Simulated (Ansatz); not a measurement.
Relaxation of the cluster NbO₃⁻ with UKS r2SCAN-D4/def2-TZVPD.

```sh
$ ansatz run in.yaml --threads 4 --pin off --events-out ev --progress --plain --max-ram 3916MiB
```

```yaml
crystal:
  periodic: [false, false, false]
  atoms:
    - {symbol: Nb, position_ang: [-0.316551, 0.027529, -0.794638]}
    - {symbol: O, position_ang: [-0.213544, 0.960965, 0.913568]}
    - {symbol: O, position_ang: [1.239094, -0.595606, -1.186252]}
    - {symbol: O, position_ang: [-0.708988, -0.392888, 1.067323]}
basis:
  gaussian: {orbitals: def2-TZVPD}
total_charge: -1
magnetization: {spin_polarized: true, initial_magnetization: 4}
hamiltonian: {xc: r2scan, dispersion: d4}
scf: {lower_state_search: "off"}
output: {orbitals: {seedname: orbitals}}
relax: {f_tol: 0.02, max_steps: 100}
```

Hardware: 4 threads of Arm Neoverse V1 on a shared host. Wall time 21 s.

Positions (Å) and forces (eV/Å) at steps 1, 2, 3, 4, 5, 6, 7 of 7:

```xyz
4
step=1 energy=-7690.5828 eV
Nb   -0.317    0.028   -0.795   -0.040   -0.441   -4.025
O    -0.214    0.961    0.914    0.032    1.341    2.147
O     1.239   -0.596   -1.186    0.695   -0.311   -0.503
O    -0.709   -0.393    1.067   -0.686   -0.589    2.381
4
step=2 energy=-7690.9716 eV
Nb   -0.278    0.008   -0.827    0.507   -0.390   -1.769
O    -0.250    0.984    0.974   -0.771   -1.208    1.198
O     1.278   -0.619   -1.276   -0.007   -0.031   -0.305
O    -0.750   -0.373    1.129    0.271    1.629    0.876
4
step=3 energy=-7691.3238 eV
Nb   -0.181   -0.031   -0.852    0.698   -0.262   -0.041
O    -0.334    1.006    1.078   -0.995   -2.381    0.320
O     1.338   -0.660   -1.455   -0.503    0.180   -0.038
O    -0.822   -0.314    1.230    0.800    2.463   -0.241
4
step=4 energy=-7691.4604 eV
Nb   -0.072   -0.066   -0.807    0.454   -0.164    0.031
O    -0.409    1.014    1.137   -0.420   -1.218    0.005
O     1.361   -0.688   -1.614   -0.499    0.211    0.236
O    -0.880   -0.260    1.284    0.464    1.172   -0.272
4
step=5 energy=-7691.4858 eV
Nb   -0.060   -0.069   -0.794    0.353   -0.141   -0.098
O    -0.419    1.002    1.138   -0.053   -0.195   -0.039
O     1.359   -0.688   -1.626   -0.384    0.166    0.219
O    -0.880   -0.244    1.282    0.084    0.170   -0.082
4
step=6 energy=-7691.4887 eV
Nb   -0.055   -0.070   -0.789   -0.190    0.073    0.034
O    -0.418    0.998    1.132   -0.013   -0.038    0.030
O     1.349   -0.683   -1.618    0.185   -0.078   -0.083
O    -0.877   -0.245    1.275    0.017    0.043    0.019
4
step=7 energy=-7691.4896 eV
Nb   -0.063   -0.068   -0.795   -0.013    0.006    0.009
O    -0.415    0.997    1.132    0.006    0.008   -0.006
O     1.352   -0.684   -1.612    0.007   -0.003    0.000
O    -0.874   -0.245    1.275    0.000   -0.011   -0.004
```

In the def2 sets Nb takes a core potential; there is no spin–orbit coupling. The structure holds one bond between oxygen atoms, so isomers without such links may lie far lower. The highest occupied level of the charge -1 quintet lies above zero (up to 1.33 eV). It is a level of α spin, whose loss leaves a quartet; that state wasn't run at this geometry and level. The electron is either unbound and held by the finite basis, or the level is raised by self-interaction error. The relaxation made no stability test and no search for a lower SCF solution. At r2SCAN-D4/def2-TZVPD a triplet of charge -1 lies 1.98 eV below the quintet, each at its own geometry. The structure comes from a short search, and lower isomers may exist.
